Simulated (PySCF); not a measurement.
A structure optimised at PBE0-D3(BJ)/def2-SVP, used in a PySCF frequency run:

```xyz
8

O     -0.5132     1.0546     0.0000
Ge     0.0378    -0.6646     0.0000
H     -0.5506    -1.2935     1.2695
H     -0.5506    -1.2935    -1.2695
H      1.5751    -0.6758     0.0000
B      0.2519     2.1570     0.0000
H      1.4689     2.0752     0.0000
H     -0.3067     3.2339     0.0000
```
Charge 0, spin multiplicity 1.

### Question
Write its SMILES, formula and point group.

### Answer
B[O][GeH3], BGeH5O, Cs

### Question
What are its rotational constants (standard atomic weights)?

### Answer
37.224, 4.1480, 3.9202 GHz
